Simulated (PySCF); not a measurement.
## Radial density of O⁺ (oxygen, charge +1)

M06-2X, [He] 2s2 2p3, high-spin 4S determinant. Computed with PySCF 2.14 in x2c-TZVPall, with scalar relativity by spin-free X2C-1e.

```tsv
r (bohr)	4πr²ρ (e/bohr)	4πr²(ρα − ρβ)
0.00275	0.03003	0.0000
0.00463	0.08197	0.0001
0.00778	0.2169	0.0002
0.0131	0.5586	0.0004
0.0220	1.360	0.0012
0.0370	3.016	0.0037
0.0623	5.696	0.0131
0.105	8.252	0.0554
0.176	7.780	0.2289
0.296	4.194	0.8169
0.498	3.298	1.9902
0.838	4.465	2.5841
1.41	2.364	1.3211
2.37	0.3063	0.1840
3.99	0.006380	0.0048
```

Densities and radii are taken from the X2C orbitals without a picture-change correction, which distorts them close to the nucleus.
